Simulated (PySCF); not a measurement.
Write a Z-matrix for trans-PdH(PF3)2F (`[H][Pd]([F])(<-[P](F)(F)F)<-[P](F)(F)F`) as optimised with PBE0-D3(BJ)/def2-SVP. (Singlet state.)

Z-matrix in Å and degrees, rows numbered from 1:
```
Pd
H   1  1.5166
P   1  2.2559  2  100.28
F   3  1.5790  1  122.48  2   108.98
F   3  1.6102  1  112.63  2    -0.79
F   3  1.5792  1  122.61  2  -110.64
F   1  2.2329  2  147.57  3     0.78
P   1  2.2368  2   82.93  3   178.84
F   8  1.5783  1  122.65  2   169.25
F   8  1.5748  1  117.07  2    47.36
F   8  1.5755  1  116.01  2   -69.31
```

Pd1 (palladium bonded to F, 2 P and H) has angles from 47.3° to 176.6°. P3 (phosphorus bonded to 3 F and Pd) has angles from 93.2° to 122.6°. The F–P distances run from 1.575 Å (P8–F10) to 1.610 Å (P3–F5), a spread of 0.035 Å.

Level of theory: PBE0-D3(BJ)/def2-SVP geometry optimisation, gas phase, def2 core potentials past Kr (PySCF 2.14.0).

Point group: near Cs, missed by 0.38 Å at most; the miss may be what the optimiser left on a soft mode. No frequency check.
